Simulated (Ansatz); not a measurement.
`C=C[SiH2][NH]` radical. Charge 0, multiplicity 2.

Cartesian coordinates in Å:
```
C 1.096 -0.899 1.200
C 0.237 0.080 0.928
Si -0.713 0.145 -0.661
N -0.495 1.708 -1.417
H 1.287 -1.703 0.494
H 1.646 -0.945 2.136
H 0.089 0.865 1.667
H -0.290 -1.012 -1.504
H -2.185 0.054 -0.418
H -0.670 1.706 -2.424
```

(1) Give the diagnostics of a CCSD(T)/def2-TZVPP run (frozen core, Ansatz). (Estimate.)

Results:

(1) Ansatz gave: T1 = 0.0140, largest single amplitude 0.044, largest double 0.055, (T) share of the correlation energy 3.9 %, 12 CCSD cycles. ⟨S²⟩ of the UHF reference is 0.760 against 0.75 for a pure state. T1 lies under the customary mark of 0.045 for open shells.
